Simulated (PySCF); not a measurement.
## Excitation energy of Ba+ by level of theory

Ba+ [Xe] 6s1 (2S) → Ba+ [Xe] 5d1 (2D), as a difference of total energies. Calculation: PySCF 2.14, in x2c-TZVPPall with one added diffuse shell each of s, p, d type (12s8p7d2f1g, 94 functions); scalar relativity by spin-free X2C-1e. Correlated levels: valence and next inner shell: [Kr] 4d10 frozen. The calculations carry no spin-orbit coupling.

| method | excitation energy (eV) |
| --- | --- |
| UHF | 0.756 |
| LDA | 0.642 |
| PBE | 0.471 |
| PBE0 | 0.444 |
| r2SCAN | 0.311 |
| BHandHLYP | 0.598 |
| TPSSh | 0.296 |
| MP2 (valence and next inner shell) | 0.882 |
| SCS-MP2 (valence and next inner shell) | 0.837 |

Problem. How much does correlation contribute at MP2 (valence and next inner shell)?

Solution. 0.882 − (0.756) = 0.126 eV, measured against UHF.

Errors of the correlated levels include the incompleteness of this basis and the frozen core.

For comparison: 0.664 eV (measured; NIST levels, between the centres of gravity of the two terms).
